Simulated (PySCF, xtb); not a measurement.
TeF3, SMILES F[Te](F)F, multiplicity 2.

Harmonic wavenumbers (cm⁻¹) from GFN2-xTB (xtb 6.7.1) at its own minimum, in rising order: 84, 184, 269, 430, 444, 499.

Task: What does PySCF with B3LYP-D3(BJ)/def2-SVP give at its own minimum? (An estimate is asked for; the answer gives what the named calculation found.)

Result: 38, 173, 271, 569, 600, 656. Paired by order, the mean absolute difference is 86 cm⁻¹ and the zero-point energies are 2.7 and 3.3 kcal/mol.
